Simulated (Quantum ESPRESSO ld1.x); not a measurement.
W3+, 71 electrons, occupied as [Xe] 4f14 5d2 6p1 (not the ground configuration). Calculated with ld1.x of Quantum ESPRESSO 7.5: scalar-relativistic Kohn-Sham, LDA (Slater exchange, Perdew-Wang correlation), spin-polarised, spherical densities, point nucleus; open shells are filled with parallel spins first.

Unscreened Slater integrals over Kohn-Sham orbitals (hartree). They are taken over the spin-up orbitals. Empty in this configuration: 5f, 6s.

integral,value
"F0(5f,5f)",0.23848
"F2(5f,5f)",0.12728
"F4(5f,5f)",0.083798
"F6(5f,5f)",0.061570
"F0(5f,6p)",0.26304
"F2(5f,6p)",0.13788
"G2(5f,6p)",0.12627
"G4(5f,6p)",0.087020
"F0(5f,6s)",0.27807
"G3(5f,6s)",0.093825
"F0(5f,5d)",0.29636
"F2(5f,5d)",0.097503
"F4(5f,5d)",0.051732
"G1(5f,5d)",0.080846
"G3(5f,5d)",0.048876
"G5(5f,5d)",0.034310
"F0(6p,6p)",0.29867
"F2(6p,6p)",0.16443
"F0(6p,6s)",0.32223
"G1(6p,6s)",0.20347
"F0(6p,5d)",0.35503
"F2(6p,5d)",0.13400
"G1(6p,5d)",0.064781
"G3(6p,5d)",0.054182
"F0(6s,6s)",0.35625
"F0(6s,5d)",0.40793
"G2(6s,5d)",0.10972
"F0(5d,5d)",0.52968
"F2(5d,5d)",0.27845
"F4(5d,5d)",0.18488

Derived for the open shells (J is the average intra-shell exchange parameter used in DFT+U). 5d: Racah B = F2/49 - 5 F4/441 = 0.003587 hartree, C = 35 F4/441 = 0.01467 hartree, C/B = 4.09, F4/F2 = 0.664, J = (F2 + F4)/14 = 0.03309 hartree. 6p: J = F2/5 = 0.03289 hartree.
